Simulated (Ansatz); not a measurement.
Input for Ansatz (an electronic-structure program): R-PBE0/def2-TZVPP on Ge2H4 (SMILES [GeH2]=[GeH2]).

Ansatz 0.2 input:
```yaml
crystal:
  periodic: [false, false, false]
  atoms:
    - {symbol: Ge, position_ang: [-0.02433234, 0.00000000, 1.14883810]}
    - {symbol: H, position_ang: [0.58103709, 1.24903749, 1.82929692]}
    - {symbol: H, position_ang: [0.58103709, -1.24903749, 1.82929692]}
    - {symbol: Ge, position_ang: [0.02433234, -0.00000000, -1.14883810]}
    - {symbol: H, position_ang: [-0.58103709, 1.24903749, -1.82929692]}
    - {symbol: H, position_ang: [-0.58103709, -1.24903749, -1.82929692]}
basis:
  gaussian:
    orbitals: def2-TZVPP
hamiltonian:
  xc: {name: PBE0}
scf: {lower_state_search: off}
```

Task: Give the final energy of this run.

Result: -4155.8358 hartree.
